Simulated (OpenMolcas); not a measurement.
4f4 along the 58-electron sequence

```yaml
Program: OpenMolcas 26.06
Method: CASSCF
Basis: ANO-RCC-VQZP
Scalar_Hamiltonian: DKH2, point nucleus
Spin-orbit_coupling: state interaction with AMFI integrals over the reference wave functions, term energies averaged over their components
```

Active space for each ion: 4 electrons in 7 orbitals (4f).

Computed levels in cm-1 above 5I4:

| Level | Nd2+ | Pm3+ | Sm4+ |
| --- | --- | --- | --- |
| 5I5 | 1196 | 1578 | 1993 |
| 5I6 | 2538 | 3331 | 4186 |
| 5I7 | 3992 | 5209 | 6508 |
| 5I8 | 5527 | 7170 | 8909 |
| 5F1 | 14476 | 16667 | 18631 |
| 5F2 | 14892 | 17190 | 19252 |
| 5F3 | 15579 | 18096 | 20400 |
| 5S2 | 16186 | 18881 | 21372 |
| 5F4 | 16411 | 19152 | 21667 |
| weight of 5I in the lowest level (%) | 98 | 98 | 98 |

Measured, with the error of the calculation in %. Measured levels: Nd2+ from Ding et al., The Spectrum and Energy Levels of the Low-lying Configurations of Nd III (preprint, 2023).

| Level | Nd2+ |
| --- | --- |
| 5I5 | 1138 (+5.1) |
| 5I6 | 2388 (+6.3) |
| 5I7 | 3715 (+7.5) |
| 5I8 | 5093 (+8.5) |
| 5F2 | 10774 (+38.2) |
| 5F3 | 11425 (+36.4) |
| 5F4 | 12181 (+34.7) |

The fine-structure level 5I8 changes by a factor of 1.61 from Nd2+ to Sm4+. Its fourth root runs 8.62, 9.20, 9.72, with steps per unit of Z of 0.58, 0.51; equal steps would mean a (Z - σ)^4 law with constant σ.

5F1 changes by a factor of 1.29 over the same range, with steps per unit of Z of +2190, +1960 cm-1.

High states are left out of the spin-orbit mixing, which shifts the levels that they would mix with. Without dynamic correlation excited terms often stand tens of per cent too high (terms of higher spin than the ground term too low), and those without a measured partner can miss by more than the paired ones. Computed and measured levels are paired by configuration, term and J; levels that our copy of the source lacks, or whose pairing is in doubt (as where it misses far off the trend of its configuration), stay unpaired and out of the deviations. Levels of configurations outside the active space are missing.
